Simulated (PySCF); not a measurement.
**C2H7Si, SMILES `CC[SiH2]` (C–C–Si–H torsion 61°) (charge 0, multiplicity 2)**

These are PySCF with r2SCAN-D4/def2-TZVP values and carry that method's errors.

The highest occupied spin orbital comes out as -5.13 eV, the dipole moment is 1.07 D and the total energy comes out as -369.8230 Ha. The cost is very roughly 17 core-minutes.

```xyz
10

C     -1.0372    -0.4285     0.3014
C     -0.1362     0.7494    -0.0957
Si     1.6486     0.2335    -0.4055
H     -2.0657    -0.0973     0.4739
H     -1.0611    -1.1919    -0.4800
H     -0.6846    -0.9074     1.2180
H     -0.1461     1.5151     0.6869
H     -0.5207     1.2330    -0.9997
H      2.2628    -0.3542     0.8199
H      1.7410    -0.7552    -1.5182
```
Charge 0, spin multiplicity 2.
